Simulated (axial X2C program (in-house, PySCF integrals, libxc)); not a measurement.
## Spin–orbit effects along a row: molecules with O (ions), PBE0

Computed with an in-house all-electron X2C program for linear molecules (integrals from PySCF), spin-free (one-electron X2C) or two-component (2c: spin–orbit coupling with atomic mean-field Coulomb and Gaunt terms, which also bring small scalar terms), in Dyall basis sets with cores contracted in-house; open shells are unrestricted.

Basis sets: As dyall-acv3z, Ca dyall-acv3z, Fe dyall-acv3z, Ga dyall-acv3z, Mn dyall-acv3z, O dyall-av3z, Sc dyall-acv3z, Se dyall-acv3z, Ti dyall-acv3z, V dyall-acv3z.

| molecule | spin-free state | Re (Å) | ωe (cm⁻¹) | De (eV) | 2c state | Re 2c (Å) | ωe 2c (cm⁻¹) | De 2c (eV) |
| --- | --- | --- | --- | --- | --- | --- | --- | --- |
| CaO⁻ | M_S = 1/2, Λ = 0 | 1.857 | 707.2 | 3.75 | Ω = 1/2 | 1.856 | 707.4 | 3.76 |
| ScO⁻ | M_S = 0, Λ = 0 | 1.679 | 954.1 | 6.75 | Ω = 0 | 1.679 | 954.2 | 6.75 |
| TiO⁻ | M_S = 1/2, Λ = 2 | 1.627 | 1006.5 | 6.64 | Ω = 3/2 | 1.627 | 1006.4 | n/a |
| VO⁻ | M_S = 1, Λ = 0 | 1.593 | 1007.1 | n/a | Ω = 1 | 1.593 | 1006.9 | n/a |
| MnO⁻ | M_S = 2, Λ = 0 | 1.660 | 797.4 | n/a | Ω = 2 | 1.660 | 797.2 | n/a |
| FeO⁻ | M_S = 3/2, Λ = 2 | 1.633 | 832.6 | 3.92 | Ω = 7/2 | 1.633 | 832.5 | n/a |
| GaO⁻ | M_S = 0, Λ = 0 | 1.703 | 822.1 | 5.16 | Ω = 0 | 1.704 | 821.8 | n/a |
| AsO⁻ | M_S = 1, Λ = 0 | 1.678 | 857.2 | 4.81 | Ω = 1 | 1.678 | 856.7 | 4.80 |
| SeO⁻ | M_S = 1/2, Λ = 1 | 1.716 | 773.7 | 3.82 | Ω = 3/2 | 1.716 | 774.3 | 3.85 |

Fragments in 2c: Ca + O-, Sc + O-, Ti + O-, V + O-, Mn- + O, Fe + O-, Ga + O-, As + O-, Se- + O. Each entry is the lowest single determinant of a limited PBE0 search at one distance. De goes to single-determinant-based atoms at the same level (for ions the charge split of lowest energy) and is withheld (n/a) where an atom does not fit its ground term or J level. Main or longest-lived isotopes. One determinant is a doubtful description, or other states lie close, for TiO⁻, VO⁻, MnO⁻, FeO⁻, AsO⁻; these need not be ground states, and all values refer to the states named. Some open-shell Ω = 0 determinants are out of reach, so the Ω given for VO⁻, MnO⁻, AsO⁻ need not be the lowest component. With several unpaired electrons the Ω given is that of one determinant, not necessarily of the lowest component. Some light 2c atoms are not at their ground J level, so De misses part of their lowering (0.04 eV or less). The functionals have no current term, which raises determinants with orbital currents.
